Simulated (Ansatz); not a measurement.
`N#[C][SnH2][Cl]` + `[F][GeH2][Cl]` → `N#[C][GeH]([F])[Cl]` + `[Cl][SnH3]` at 298.15 K and 1 bar (formal exchange of groups at a C–Sn bond).

Isolated molecules relaxed with PBE0-D4/def2-TZVP in Ansatz; ΔE leaves out vibrations. CBS: MP2 limit from def2 TZ/QZ plus the TZ coupled-cluster correction, frozen cores. Elements past krypton have def2 core potentials. For Ge, Sn outer-core shells are correlated without core-valence functions, which leaves a few kJ/mol of doubt a bond. Scalar relativity is left out up to krypton.

| species | CCSD(T)/CBS energy (Eh) | H − E (kJ/mol) | S (J/(mol·K)) |
| --- | --- | --- | --- |
| `N#[C][SnH2][Cl]` | -767.77261 | 78.0 | 336.1 |
| `[F][GeH2][Cl]` | -2636.95386 | 65.2 | 294.9 |
| `N#[C][GeH]([F])[Cl]` | -2729.09452 | 72.0 | 342.2 |
| `[Cl][SnH3]` | -675.62576 | 69.1 | 276.0 |

H − E and S are ideal-gas, rigid-rotor, harmonic terms from PBE0-D4/def2-TZVP, for one conformer and one mirror image of each species. 1 Eh = 2625.50 kJ/mol, R = 8.31446 J/(mol·K).

By hand: ΔE, ΔH, ΔS and ΔG.

ΔE = (-2729.09452) + (-675.62576) − (-767.77261) − (-2636.95386) = 0.00619 Eh = 16.3 kJ/mol. Δ(H − E) = 72.0 + 69.1 − 78.0 − 65.2 = -2.1, so ΔH = 14.2 kJ/mol. ΔS = 342.2 + 276.0 − 336.1 − 294.9 = -12.8 J/(mol·K). ΔG = 14.2 − 298.15 × (-12.8)/1000 = 18.0 kJ/mol.

By hand: the equilibrium constant, and the temperature at which ΔG would vanish if ΔH and ΔS stayed fixed.

log₁₀ K = −ΔG/(RT ln 10) = -3.2. ΔH and −TΔS have one sign here, so there is no such temperature.

The number of gas molecules stays the same, so ΔS is small and ΔH decides. A doubt of 5 kJ/mol in ΔE shifts log₁₀ K by 0.9 here. Other conformers and mirror images would add mixing entropy, several J/(mol·K) or more a flexible species. These are equilibria of isolated gas molecules and say nothing of rates. Largest T1 diagnostic: 0.013 (customary marks: 0.02 for closed shells, 0.045 for open ones).

ΔS is within the doubt of such terms, so its sign, and with it that verdict, could turn.
